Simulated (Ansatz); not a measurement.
Gas-phase electronic energies from Ansatz, PBE0-D4/def2-TZVP geometries. CCSD(T)/CBS is the MP2 limit (def2-TZVPP, def2-QZVPP) plus CCSD(T) − MP2 in def2-TZVPP, frozen cores. This one scheme is used for every species. Functionals use def2-TZVPP. B3LYP here is the variant with VWN-RPA as its local correlation; programs differ in this. For Se outer-core shells are correlated without core-valence functions, which leaves a few kJ/mol of doubt a bond. Scalar relativity is left out up to krypton. Each species was taken in one conformer, which may not be the lowest.

Consider the formal exchange of groups at the Si–Se bond: `O=C(O)[SiH2][SeH]` + `C#C` → `C#C[SiH2]C(=O)O` + H₂Se.

**Question.** Is it downhill or uphill in electronic energy at CCSD(T)/CBS, and by how much? (An estimate is asked.)

**Answer.** The calculation gave: Uphill: ΔE = +27.4 kJ/mol.

**Question.** What do these levels give: PBE-D4, PBE0-D4, B3LYP-D4, ωB97X-V, B3LYP, HF/def2-TZVPP, CCSD(T)/def2-TZVPP, HF/def2-QZVPP, MP2/def2-QZVPP, SCS-MP2/def2-QZVPP, HF/CBS(def2), MP2/CBS(def2)? (Estimate.)

**Answer.** Ansatz gave: PBE-D4 26.0, PBE0-D4 27.9, B3LYP-D4 23.2, ωB97X-V 25.0, B3LYP 20.5, HF/def2-TZVPP 22.0, CCSD(T)/def2-TZVPP 22.7, HF/def2-QZVPP 21.5, MP2/def2-QZVPP 27.4, SCS-MP2/def2-QZVPP 24.1, HF/CBS(def2) 21.4, MP2/CBS(def2) 29.6 kJ/mol.

Largest T1 diagnostic among the species: 0.016.
